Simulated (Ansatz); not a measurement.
A nudged elastic band was laid between two geometries of AsH₃ (4 atoms, charge 0, multiplicity 1).

Theory: RKS PBE0-D4/def2-SVP (Ansatz 0.2.0).

* movable images: 9
* climbing image: yes
* spring: 5.0 eV/Å²
* optimiser: quadratic models (default)
* start path: through a guess of the saddle point
* force threshold: 0.05 eV/Å
* iteration limit: 60
* end points: relaxed

First end point:

```xyz
4
Properties=species:S:1:pos:R:3
As -0.216 0.488 -0.347
H 0.351 0.632 1.062
H -1.071 -0.707 0.061
H 0.936 -0.413 -0.776
```

Last end point:

```xyz
4
Properties=species:S:1:pos:R:3
As 0.216 -0.488 0.347
H 0.207 0.958 0.831
H -1.215 -0.381 -0.170
H 0.792 -0.088 -1.007
```

(1) What changes between the two ends?

(2) Give the energies along the band, and the barrier.

(3) What is the geometry of the highest image?

(4) What are the harmonic wavenumbers there?

Answers

(1) No bond is made or broken. The height of As1 over the plane of its neighbours goes from -0.85 to 0.85 Å. The two ends are copies of one structure, up to a mirror image or an exchange of like atoms.

(2) The forces met the threshold. The highest image is number 5 of 0 to 10, 1.76 eV above the ends, which have the same energy within 2 meV. A vibrational analysis at the climbing image gives one clearly imaginary mode, 1112i cm⁻¹: a first-order saddle point.

```csv
image,path coordinate (Å),energy (eV),height of As1 over the plane of its neighbours (Å)
0,0.00,0.00,-0.85
1,0.17,0.10,-0.73
2,0.34,0.41,-0.58
3,0.52,0.95,-0.39
4,0.69,1.52,-0.20
5,0.86,1.76,0.00
6,1.03,1.51,0.20
7,1.21,0.95,0.39
8,1.38,0.41,0.58
9,1.55,0.10,0.73
10,1.72,0.00,0.85
```

(3) 
```xyz
4
Properties=species:S:1:pos:R:3:forces:R:3
As 0.000 0.000 0.000 0.01 -0.01 -0.01
H 0.288 1.014 1.023 0.01 0.03 0.03
H -1.360 -0.539 -0.137 -0.04 -0.02 -0.01
H 1.072 -0.476 -0.886 0.02 -0.01 -0.02
```

(4) 1112i, 903, 904, 2457, 2516, 2519 cm⁻¹.

The run took 38 s on 1 thread of Arm Neoverse V2, on a shared host, peak memory 0.09 GiB.
